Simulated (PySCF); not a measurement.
[HfS2]-: fields on a plane

Level of theory: UB3LYP/[Hf def2-SVPD with ECP60, S def2-SVPD], scalar-relativistic core potentials, density fitting, no spin–orbit coupling, PySCF.

The doublet minimum has Hf–S 2.296 Å (×2); S–Hf–S 119.6°.

The plane holds Hf1 at (0.00, 0.00), S2 at (2.30, 0.00), S3 at (-1.13, 2.00) Å. Columns run from x = -3.15 to 4.65 Å, rows from y = 4.35 (top) to -1.95 Å, in steps of 0.3 Å. Other isomers or separated fragments may lie lower. Core electrons replaced by a potential are absent, the electrostatic potential uses the reduced nuclear charge, and values within about 0.7 Å of such atoms have no physical meaning.

Task: Give the electron localisation function (set to 0 where the density is under 0.005 e/Å³). Every second row and column.

Result: 
```
0.00 0.00 0.00 0.19 0.00 0.00 0.00 0.00 0.00 0.00 0.00 0.00 0.00 0.00
0.00 0.23 0.51 0.62 0.61 0.45 0.14 0.00 0.00 0.00 0.00 0.00 0.00 0.00
0.15 0.50 0.76 0.89 0.87 0.69 0.39 0.00 0.00 0.00 0.00 0.00 0.00 0.00
0.31 0.65 0.89 0.29 0.59 0.82 0.50 0.07 0.00 0.00 0.00 0.00 0.00 0.00
0.39 0.70 0.84 0.86 0.28 0.83 0.53 0.08 0.16 0.35 0.39 0.25 0.00 0.00
0.38 0.66 0.86 0.60 0.76 0.65 0.17 0.19 0.60 0.71 0.72 0.61 0.32 0.00
0.24 0.56 0.71 0.64 0.25 0.66 0.50 0.31 0.84 0.75 0.91 0.81 0.55 0.00
0.00 0.22 0.28 0.11 0.80 0.00 0.83 0.31 0.54 0.74 0.22 0.89 0.60 0.00
0.00 0.11 0.12 0.09 0.68 0.82 0.87 0.24 0.81 0.10 0.71 0.83 0.53 0.00
0.00 0.27 0.44 0.31 0.14 0.33 0.24 0.24 0.80 0.85 0.82 0.62 0.34 0.00
0.00 0.00 0.78 0.82 0.60 0.22 0.08 0.23 0.61 0.63 0.56 0.38 0.00 0.00
```

Task: Give the electrostatic potential (V) (cut at 20 V). Lower edges of the bins (V): '0' -5.54, '1' -5.39, '2' -5.15, '3' -4.77, '4' -4.17, '5' -3.22, '6' -1.71, '7' 0.68, '8' 4.47, '9' 10.48; top 20.0.

Result: 
```
444433333333344444444555555
443333222223333444444445555
433322211112233344444444555
433223332111123333444444455
332345565420012233334444445
322457888641001223333344444
323579999863000112223334444
223699999974100111122233444
223699999975322100001223344
223589999976543210000122334
212479999877665333332112334
321356888899876556765421233
322245679999997679998632233
433345789999998899999753233
444456799999999899999863233
444556799999999899999863233
445556789999998899999753233
555556789999997679998643233
555556778999876556765432334
555556677788765433433222334
555555666777665432112223344
555555566666654432222333444
```

Open d and f shells are described by one determinant, and the ground state may have another occupation or spin. The lowest empty level of this anion is unbound, so it and the gap depend on the basis. With an element this heavy the missing spin–orbit coupling can shift these numbers.
